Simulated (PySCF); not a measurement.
## Co: excitation energy

Co [Ar] 3d7 4s2 (4F) → Co [Ar] 3d9 (2D), as a difference of total energies. Calculation: PySCF 2.14, in aug-cc-pVTZ-DK; the spin-free X2C one-electron Hamiltonian (Gaussian nucleus). Correlated levels: valence: [Ar] frozen. The calculations carry no spin-orbit coupling.

```
           method  excitation energy (cm⁻¹)
              UHF                     61889
    MP2 (valence)                     16193
SCS-MP2 (valence)                     20269
   CCSD (valence)                     35592
CCSD(T) (valence)                     31018
```

The coupled-cluster amplitudes are large for the upper state (T1 above 0.03 or a double amplitude above 0.15), so a single reference is strained.
